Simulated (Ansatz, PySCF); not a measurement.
Gas-phase reaction R1 → P1, each structure at its B3LYP-D3(BJ)/def2-TZVP stationary point, reached from a drawn start (curvature not checked).
R1, H2OTi (SMILES [OH][TiH]) (charge 0, multiplicity 3):
```xyz
4

Ti    -0.2565    -0.4052    -0.7846
O     -0.5517     0.0349     0.9523
H     -0.2573     0.4667     1.7556
H      1.0655    -0.0965    -1.9232
```
P1, H2OTi (SMILES [O]=[TiH2]) (charge 0, multiplicity 1, Z-matrix in Å and degrees):
```
Ti
O 1 1.5987
H 1 1.7437 2 115.46
H 1 1.7437 2 115.46 3 180.00
```

P less R. No zero-point or thermal terms; singlets are restricted closed shells; open shells are unrestricted; no spin–orbit coupling. The spin states of the d-block species are the ones drawn and need not be the lowest.

The values were computed with Ansatz (Gaussian orbitals); PySCF for the D3/D4 terms. All values are computed, each at the level named.

### Question
One of these levels gives 7.15 kcal/mol for the reaction energy. Name it.
A. r2SCAN-D4/def2-TZVPP
B. SVWN5/def2-TZVPP
C. BHLYP-D4/def2-TZVPP
D. PBE0/def2-TZVPP

### Answer
D, PBE0/def2-TZVPP. The others give -9.80 (SVWN5/def2-TZVPP), -0.24 (r2SCAN-D4/def2-TZVPP), 23.47 (BHLYP-D4/def2-TZVPP)

Ansatz is a program for electronic structure.
